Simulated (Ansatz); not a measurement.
A set of 12 reactions (carbene extrusion), with CCSD(T)/CBS values in kJ/mol:

```json
{"reaction": "`O[CH2][GaH2]` → `[CH2]` (triplet) + `[OH][GaH2]`", "ΔE": "276.0"}
{"reaction": "`CO[SiH2][AlH][CH3]` → `CO[SiH2][AlH2]` + `[CH2]` (triplet)", "ΔE": "476.9"}
{"reaction": "`C[CH](C)[Al]([OH])[OH]` → `[CH2]` (triplet) + `C[CH2][Al]([OH])[OH]`", "ΔE": "426.0"}
{"reaction": "`C[SiH2][GeH3]` → `[CH2]` (triplet) + `[SiH3][GeH3]`", "ΔE": "475.3"}
{"reaction": "`O[Si@H](Cl)C[Si@H](O)Cl` → `[CH2]` (triplet) + `O[Si@@H](Cl)[Si@@H](O)Cl`", "ΔE": "525.5"}
{"reaction": "`O[CH2][Al]([OH])[Cl]` → `[CH2]` (triplet) + `[OH][Al]([OH])[Cl]`", "ΔE": "225.5"}
{"reaction": "`C=[CH][SnH]([CH3])[F]` → `C=[CH][SnH2][F]` + `[CH2]` (triplet)", "ΔE": "476.0"}
{"reaction": "`F/C(Cl)=C\\C(F)F` → `F/C=C(\\F)Cl` + `[CH]F`", "ΔE": "431.6"}
{"reaction": "`BC[NH][GeH3]` → `B[NH][GeH3]` + `[CH2]` (triplet)", "ΔE": "239.4"}
{"reaction": "`O[SiH](O)C[SiH](F)F` → `[CH2]` (triplet) + `O[SiH](O)[SiH](F)F`", "ΔE": "540.3"}
{"reaction": "`COB(O)Cl` → `[CH2]` (triplet) + `OB(O)Cl`", "ΔE": "381.7"}
{"reaction": "`NC(F)S` → `[CH]F` + `NS`", "ΔE": "416.2"}
```

Computed with Ansatz on PBE0-D4/def2-TZVP structures; ΔE is electronic, products minus reactants. CCSD(T)/CBS adds triple-zeta CCSD(T) − MP2 to the extrapolated MP2 energy (def2 sets, frozen cores). This one scheme is used for every species. Double bonds are as drawn, so ΔE can hold a change between cis and trans. Functionals use def2-TZVPP. B3LYP here is the variant with VWN-RPA as its local correlation; programs differ in this. Triplets are unrestricted, without spin–orbit coupling. def2 core potentials past Kr. For Ga, Ge, Sn outer-core shells are correlated without core-valence functions, which leaves a few kJ/mol of doubt a bond. Scalar relativity is left out up to krypton. One conformer a species, not always the lowest.

(1) Give the mean, mean absolute and largest difference (level minus CCSD(T)/CBS, kJ/mol) for: PBE0-D4, B3LYP-D4, ωB97X-V, ωB97M-V, r2SCAN, PBE0, B3LYP, HF/def2-TZVPP, SCS-MP2/def2-TZVPP, CCSD/def2-TZVPP, MP2/def2-QZVPP, HF/CBS(def2), MP2/CBS(def2), CCSD/CBS(def2). (Estimate.)

The largest T1 diagnostic in the set is 0.018, for `[CH]F` (customary mark 0.02).

CCSD(T)/CBS is a level of theory with its own doubt, and the functionals carry their triple-zeta basis error, so these figures describe this set and don't rank the functionals.

Results:

(1) Computed: 
| level | mean | mean absolute | largest |
| --- | --- | --- | --- |
| PBE0-D4 | 2.7 | 9.5 | 27.1 |
| B3LYP-D4 | -6.6 | 6.9 | -14.8 |
| ωB97X-V | 9.6 | 9.6 | 19.6 |
| ωB97M-V | 4.0 | 5.1 | 10.9 |
| r2SCAN | -15.4 | 23.5 | -31.0 |
| PBE0 | -3.3 | 11.4 | 21.6 |
| B3LYP | -17.6 | 17.6 | -30.8 |
| HF/def2-TZVPP | -134.7 | 134.7 | -161.8 |
| SCS-MP2/def2-TZVPP | 0.8 | 3.1 | 6.8 |
| CCSD/def2-TZVPP | -21.2 | 21.2 | -27.6 |
| MP2/def2-QZVPP | 11.2 | 11.5 | 28.8 |
| HF/CBS(def2) | -135.2 | 135.2 | -161.2 |
| MP2/CBS(def2) | 15.8 | 15.8 | 30.8 |
| CCSD/CBS(def2) | -10.6 | 10.6 | -13.2 |
